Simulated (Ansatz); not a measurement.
Molecular dynamics of CH₄OSSi

Input file:

```yaml
crystal:
  periodic: [false, false, false]
  atoms:
    - { symbol: C, position_ang: [-0.156828, 1.189659, 0.140528] }
    - { symbol: Si, position_ang: [0.465677, -0.370544, -0.676698] }
    - { symbol: O, position_ang: [0.217078, -1.837952, 0.495007] }
    - { symbol: S, position_ang: [-1.030828, -1.903095, -0.704393] }
    - { symbol: H, position_ang: [0.670918, 1.765465, 0.562022] }
    - { symbol: H, position_ang: [-0.678141, 1.82264, -0.583001] }
    - { symbol: H, position_ang: [-0.856775, 0.920327, 0.935083] }
    - { symbol: H, position_ang: [1.368898, -1.58651, -0.168548] }
basis:
  gaussian: { orbitals: def2-SVPD }
hamiltonian:
  xc: { name: BHLYP }
  dispersion: d4
md:
  timestep: 0.5
  n_steps: 200
  ensemble: nve
  temperature: 300.0
  initial_velocities: maxwell_boltzmann
  seed: 4252
```

Run as:

```bash
$ ansatz run input.yaml --threads 2 --pin off --max-ram 3072MiB --backend cpu --events-out ev --progress --plain --runs-dir out
```

It starts at the highest image of a converged band. Of that band: Neighbouring images differ by up to 2.0 eV, so the band resolves the path poorly. A vibrational analysis at the climbing image gives one clearly imaginary mode, 1659i cm⁻¹: a first-order saddle point.

Output, in part (step lines, the closing report, with atoms numbered from 0):

```
md step     0: t =     0.00 fs  T =   300.0 K  F+E_penalty+E_count = -21849.66790576 eV  E_kin = 0.232668 eV  conserved = -21849.43523776 eV  (30 SCF iters)
md step     1: t =     0.50 fs  T =   296.7 K  F+E_penalty+E_count = -21849.66533868 eV  E_kin = 0.230137 eV  conserved = -21849.43520211 eV  (35 SCF iters)
md step     2: t =     1.00 fs  T =   287.4 K  F+E_penalty+E_count = -21849.65803717 eV  E_kin = 0.222934 eV  conserved = -21849.43510269 eV  (35 SCF iters)
md step     3: t =     1.50 fs  T =   274.1 K  F+E_penalty+E_count = -21849.64755472 eV  E_kin = 0.212584 eV  conserved = -21849.43497080 eV  (36 SCF iters)
md step     4: t =     2.00 fs  T =   259.3 K  F+E_penalty+E_count = -21849.63594440 eV  E_kin = 0.201093 eV  conserved = -21849.43485106 eV  (36 SCF iters)
md step     5: t =     2.50 fs  T =   245.4 K  F+E_penalty+E_count = -21849.62506799 eV  E_kin = 0.190285 eV  conserved = -21849.43478346 eV  (36 SCF iters)
md step     6: t =     3.00 fs  T =   233.6 K  F+E_penalty+E_count = -21849.61598066 eV  E_kin = 0.181195 eV  conserved = -21849.43478560 eV  (36 SCF iters)
md step     7: t =     3.50 fs  T =   224.1 K  F+E_penalty+E_count = -21849.60865885 eV  E_kin = 0.173813 eV  conserved = -21849.43484558 eV  (36 SCF iters)
[... lines left out ...]
Total energy: -21850.82638719 eV, -803.0030587071 hartree
Atom 0 at    -0.021475     1.311212     0.072238 Å, force    -0.723264     0.127982    -0.894805 eV/Å
Atom 1 at     0.420531    -0.388053    -0.436229 Å, force     0.023997    -4.164088     0.131673 eV/Å
Atom 2 at     0.105870    -1.957520     0.458689 Å, force     2.092808     2.460241     0.577662 eV/Å
Atom 3 at    -0.988503    -1.908351    -0.803400 Å, force    -2.398905    -0.054497    -1.069051 eV/Å
Atom 4 at     0.646103     2.135860    -0.163449 Å, force     0.321633    -0.273345    -0.929153 eV/Å
Atom 5 at    -0.886342     1.202703    -0.664919 Å, force     0.531852     1.414707     1.067295 eV/Å
Atom 6 at    -0.328115     1.637570     1.061154 Å, force    -0.610906    -0.982215     0.274921 eV/Å
Atom 7 at     1.137215    -0.949807    -1.648091 Å, force     0.762784     1.471215     0.841458 eV/Å
Dipole moment:     0.288673     1.066007    -0.073573 e Å
```

The steps, from the saved trajectory:

```
time (fs)  T (K)  potential energy less start (eV)  conserved less start (meV/atom)
      0.0    300                             0.000                             0.00
      3.0    234                             0.052                             0.06
      6.0    167                             0.104                             0.04
      9.0    113                             0.145                             0.05
     12.0     86                             0.166                             0.06
     15.0    112                             0.146                             0.03
     18.0    150                             0.117                             0.07
     21.0    276                             0.019                             0.06
     24.0    603                            -0.234                             0.14
     27.0   1487                            -0.920                             0.04
     30.0   2559                            -1.754                            -0.22
     33.0   2804                            -1.944                            -0.20
     36.0   2422                            -1.646                            -0.07
     39.0   2171                            -1.451                             0.00
     42.0   2265                            -1.525                            -0.12
     45.0   2178                            -1.458                            -0.21
     48.0   1653                            -1.048                             0.15
     51.0   1630                            -1.033                            -0.18
     54.0   1302                            -0.777                             0.06
     57.0   1406                            -0.857                             0.04
     60.0   2048                            -1.356                            -0.08
     63.0   2516                            -1.720                            -0.11
     66.0   2387                            -1.619                            -0.15
     69.0   1733                            -1.112                             0.02
     72.0   1365                            -0.826                             0.05
     75.0   1520                            -0.946                            -0.03
     78.0   1647                            -1.046                            -0.15
     81.0   1909                            -1.248                             0.02
     84.0   2507                            -1.714                            -0.28
     87.0   2243                            -1.507                            -0.04
     90.0   2171                            -1.451                            -0.02
     93.0   2409                            -1.638                            -0.29
     96.0   2029                            -1.340                             0.08
     99.0   1896                            -1.239                            -0.21
```

All steps were run. The conserved energy stayed within 0.36 meV per atom of its start (net change -0.12 meV per atom), so the integration is sound. The system heated up, since it started high on the potential surface and ran downhill. A run of 0.1 ps of so small a system gives no equilibrium averages. The orbitals stay closed-shell, which can raise the energy where a bond breaks towards radicals; this wasn't checked here.

The step under study would form O3–H8 and break Si2–H8. These pairs go: O3–H8 1.35 → 2.55 Å, Si2–H8 1.60 → 1.52 Å. In the last frame they stand as before the step (other bonds may differ from the relaxed reactants and products). It ends as one piece, CH4OSSi. Pairs count as bonded within 1.25 times the sum of covalent radii (0.12 Å more for H–H).

Last frame:

```xyz
8
Properties=species:S:1:pos:R:3
C -0.021 1.311 0.072
Si 0.420 -0.388 -0.436
O 0.106 -1.958 0.459
S -0.989 -1.908 -0.803
H 0.646 2.136 -0.163
H -0.886 1.203 -0.665
H -0.328 1.638 1.061
H 1.137 -0.950 -1.648
```

Run time: 4.6 min on 2 threads of AMD EPYC 9B45 (Zen 5), with other jobs on the host, peak memory 0.31 GiB.
